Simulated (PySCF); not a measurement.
## Löwdin shares of the frontier orbitals

GeH4.
Structure used (PBE0-D3(BJ)/def2-SVP), in Å, numbered top down from 1:
```
atom  x, y, z in Å
Ge1   -0.0001    0.0000    0.0001
H2     0.0103   -0.0197    1.5371
H3     1.4457    0.0112   -0.5217
H4    -0.7321    1.2592   -0.4915
H5    -0.7238   -1.2507   -0.5240
```

Method: TDDFT PBE0/def2-SVPD, vertical, gas phase, core orbitals frozen in the response (PySCF). The PBE0/def2-SVPD calculation is non-relativistic and has no spin–orbit coupling, an omission that weighs most on germanium.

Kohn–Sham orbitals with the atoms that hold most of them (Löwdin shares over 4%, at most four atoms):

```json
{"orbital": "LUMO+2", "ε (eV)": "1.18", "atoms": "Ge1 58%, H4 11%, H3 11%, H5 10%"}
{"orbital": "LUMO+1", "ε (eV)": "1.18", "atoms": "Ge1 58%, H3 11%, H5 11%, H2 10%"}
{"orbital": "LUMO", "ε (eV)": "0.22", "atoms": "Ge1 61%, H2 10%, H4 10%, H5 10%"}
{"orbital": "HOMO", "ε (eV)": "-9.63", "atoms": "Ge1 44%, H3 27%, H5 16%, H2 9%"}
{"orbital": "HOMO-1", "ε (eV)": "-9.63", "atoms": "Ge1 44%, H4 31%, H3 12%, H5 10%"}
{"orbital": "HOMO-2", "ε (eV)": "-9.63", "atoms": "Ge1 44%, H2 30%, H5 16%, H4 7%"}
{"orbital": "HOMO-3", "ε (eV)": "-15.67", "atoms": "Ge1 44%, H3 14%, H5 14%, H4 14%"}
```

Within 0.005 eV of a neighbour in this list lie HOMO-2/HOMO-1/HOMO and LUMO+1/LUMO+2 (point group found: Td); within a degenerate set the shares of single atoms can hang on how the components are chosen.

How does S1 compare with the orbital gap of 9.85 eV?

S1 is at 8.68 eV (f = 0.142), 1.16 eV below the gap, made of HOMO-2/HOMO-1/HOMO→LUMO (97%). S1/S2/S3 lie within about 0.01 eV of each other. 

Next come S2 at 8.68 eV (f 0.142), HOMO-2/HOMO-1/HOMO→LUMO (98%); S3 at 8.68 eV (f 0.142), HOMO-2/HOMO-1/HOMO→LUMO (97%); S4 at 9.17 eV (f 0.0000), HOMO-2/HOMO-1/HOMO→LUMO+1/LUMO+2 (≥97%); S5 at 9.17 eV (f 0.0000), HOMO-2/HOMO-1/HOMO→LUMO+1/LUMO+2 (49%), HOMO-2/HOMO-1/HOMO→LUMO+3 (48%).

Orbitals of the list HOMO-3 to LUMO+2 that lie within 0.01 eV of each other are written together with a slash and their weights summed (≥ marks a lower bound); for degenerate orbitals outside that list single weights are arbitrary.

Löwdin shares depend on the basis, the more so with diffuse functions.
